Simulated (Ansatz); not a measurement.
Geometry optimisation, RKS LDA/6-31G* in Ansatz.

Input:

```yaml
crystal:
  periodic: [false, false, false]
  atoms:
    - { symbol: "N", position_ang: [0.2192, 1.1845, 0.8549] }
    - { symbol: C, position_ang: [0.097, -0.0513, 0.1829] }
    - { symbol: "N", position_ang: [0.2158, -1.1163, 1.1157] }
    - { symbol: O, position_ang: [-0.9372, -0.1637, -0.6702] }
    - { symbol: Si, position_ang: [0.3057, -0.3271, -1.6766] }
    - { symbol: H, position_ang: [0.1362, 1.9979, 0.1541] }
    - { symbol: H, position_ang: [-0.6595, 1.3563, 1.3849] }
    - { symbol: H, position_ang: [0.73014, -0.85841, 1.87312] }
    - { symbol: H, position_ang: [0.79738, -1.90476, 0.64689] }
    - { symbol: H, position_ang: [0.3425, 0.8743, -2.5239] }
    - { symbol: H, position_ang: [0.2626, -1.6833, -2.2299] }
basis:
  gaussian: { orbitals: "6-31G*" }
hamiltonian:
  xc: lda
relax:
  f_tol: 0.015
  max_steps: 40
```

Command:

```bash
$ ansatz run input.yaml --threads 1 --pin off --max-ram 2048MiB --backend cpu --events-out ev --progress --plain --runs-dir out
```

Task: Where does it end, and by what steps?

Result: The run converged. After 10 steps the energy has fallen by 0.961 eV; H9 moved furthest, 0.73 Å.

| step | energy less start (eV) | largest force component (eV/Å) | accepted |
| --- | --- | --- | --- |
| 0 | 0.0000 | 4.764 | yes |
| 1 | -0.6369 | 2.681 | yes |
| 2 | -0.8591 | 0.632 | yes |
| 3 | -0.8966 | 0.886 | yes |
| 4 | -0.9311 | 0.792 | yes |
| 5 | -0.9262 | 0.330 | no |
| 6 | -0.9544 | 0.351 | yes |
| 7 | -0.9600 | 0.088 | yes |
| 8 | -0.9608 | 0.030 | yes |
| 9 | -0.9610 | 0.019 | yes |
| 10 | -0.9611 | 0.013 | yes |

```xyz
11
Properties=species:S:1:pos:R:3
N 0.169 1.240 0.816
C 0.084 -0.018 0.201
N 0.254 -1.019 1.178
O -1.060 -0.332 -0.632
Si 0.307 -0.240 -1.649
H 0.090 2.013 0.148
H -0.556 1.318 1.545
H 1.169 -0.954 1.634
H 0.085 -1.958 0.806
H 0.219 0.816 -2.718
H 0.751 -1.558 -2.217
```

Run time: 52 s on 1 thread of Intel(R) Xeon(R) Processor @ 2.70GHz (shared host), peak memory 0.15 GiB.
